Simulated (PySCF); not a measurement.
C3H10BeSi, SMILES [Si](C)(C)(C)[BeH], GFN2-xTB optimised geometry.

```
15

Be    -1.33    -1.87     1.62
H     -1.86    -2.54     2.59
Si    -0.41    -0.70     0.00
C     -0.86     1.17     0.00
C     -0.86    -1.27    -1.78
C      1.52    -0.70     0.00
H     -0.37     1.71    -0.81
H     -1.93     1.32    -0.10
H     -0.55     1.65     0.93
H     -1.93    -1.22    -1.95
H     -0.55    -2.30    -1.95
H     -0.38    -0.66    -2.54
H      1.91    -1.71    -0.10
H      1.91    -0.29     0.93
H      1.93    -0.11    -0.81
```

Density from PBE0/def2-TZVP (PySCF) at that geometry.

Minimum of the electron density along straight lines between bonded atoms, close to the bond critical point (lines longer than 1.1 times the sum of covalent radii, or with two minima, are not listed):

```
bond     length / Å  ρ at the minimum / e bohr⁻³  ∇²ρ there / e bohr⁻⁵  position (fraction from the first atom)
-------  ----------  ---------------------------  --------------------  ---------------------------------------
Be1–H2        1.294                        0.100                  0.29                                     0.43
Be1–Si3       2.200                        0.074                 -0.03                                     0.30
Si3–C4        1.925                        0.110                  0.15                                     0.39
Si3–C5        1.925                        0.110                  0.15                                     0.39
Si3–C6        1.925                        0.110                  0.15                                     0.39
C4–H7         1.087                        0.274                 -0.91                                     0.64
C4–H8         1.087                        0.274                 -0.91                                     0.64
C4–H9         1.087                        0.274                 -0.91                                     0.64
C5–H10        1.087                        0.274                 -0.91                                     0.64
C5–H11        1.087                        0.274                 -0.91                                     0.64
C5–H12        1.087                        0.274                 -0.91                                     0.64
C6–H13        1.087                        0.274                 -0.91                                     0.64
C6–H14        1.087                        0.274                 -0.91                                     0.64
C6–H15        1.087                        0.274                 -0.91                                     0.64
```
